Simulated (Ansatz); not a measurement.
Species: bromosilane, sum formula SiH3Br, net charge 0, singlet state. SMILES: [SiH3]Br
Geometry: optimised at B3LYP-D3(BJ)/def2-TZVP (Ansatz, an electronic-structure program).

Parts of the frozen-core correlation energy in STO-3G (Ansatz, hartree). Frozen orbitals: 19; correlated occupied orbitals by spin: 7 and 7; virtual: 4 and 4. Spin-orbit coupling is left out. No relativistic terms.

| term | value |
|---|---|
| reference (HF) | -2832.05222 |
| MP2 opposite-spin | ? |
| MP2 same-spin | ? |
| CCSD correlation | ? |
| (T) | -0.00056 |
| FCI minus CCSD(T) | -0.00023 |
| T1 diagnostic | 0.005 |
| largest doubles amplitude | 0.084 |

Task: Fill in the missing entries.

Result: 
- MP2 opposite-spin, value: -0.04432
- MP2 same-spin, value: -0.00172
- CCSD correlation, value: -0.06702
